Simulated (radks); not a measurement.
Question: These are the eigenvalues of the occupied orbitals of an atom or ion with whole-number occupations (hartree). Method: scalar-relativistic Kohn-Sham, PBE, spin-polarised, spherical densities, finite nucleus; Fermi nuclear charge, rms radius of each element as measured or else 0.836 A^(1/3) + 0.57 fm; computed with a radial shooting solver on a logarithmic mesh with Libxc functionals.

1s up: -26.10729
1s down: -26.00228
2s up: -2.58881
2s down: -2.32588
2p up: -1.89501

Which element is it, and in what charge state? The configuration may be excited. Open shells, if any, are filled with parallel spins first.

Answer: Z = 9, fluorine, charge +2: F2+ in [He] 2s2 2p3. The list shows which subshells hold electrons but not how many an open one holds; the 1s level, -26.107 hartree, gives Z - s = 7.2 by -(Z - s)^2/2, which with screening and relativity narrows Z to a few neighbours, and the depths of the outer levels then fix element, charge and occupations together.
